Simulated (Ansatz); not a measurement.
Pd4H3. Total charge 0; doublet. Geometry B3LYP-D4/def2-SVP; atoms count from 1.

```xyz
7

Pd    1.1652    0.4211    0.9814
Pd   -0.0716   -0.8075   -0.9020
Pd   -1.4966    0.5163    0.9258
Pd   -0.3736    2.0183   -0.8866
H     0.9836   -0.8065    1.8509
H    -0.2626    0.7648   -1.9044
H     0.0556   -2.1065   -0.0651
```

In the def2 sets Pd takes a core potential; there is no spin–orbit coupling. Another isomer (doublet) lies 0.73 eV lower at PBE0-D4/def2-TZVP; other spin states weren't run for this one.

Problem. Estimate the Mulliken populations from the PBE0/def2-TZVP orbitals of Ansatz.

Solution. 
| atom | charge (e) | spin (α − β) | d electrons |
| --- | --- | --- | --- |
| Pd1 | -0.02 | 0.03 | 9.20 |
| Pd2 | -0.07 | 0.05 | 9.16 |
| Pd3 | 0.08 | 0.46 | 9.32 |
| Pd4 | 0.00 | 0.36 | 9.26 |
| H5 | 0.05 | 0.01 | – |
| H6 | -0.03 | 0.04 | – |
| H7 | 0.00 | 0.05 | – |
Mulliken values depend strongly on the basis.

Problem. Where does the spin sit?

Solution. Summed by element: Pd 0.90, H 0.10, of 1 unpaired in all. Largest on single atoms: Pd3 0.46, Pd4 0.36, Pd2 0.05.

Problem. And the Mayer bond orders between heavy atoms (over 0.3)?

Solution. Pd1–Pd2 0.53 (2.57 Å); Pd1–Pd3 0.48 (2.66 Å); Pd2–Pd3 0.44 (2.67 Å); Pd3–Pd4 0.62 (2.61 Å).
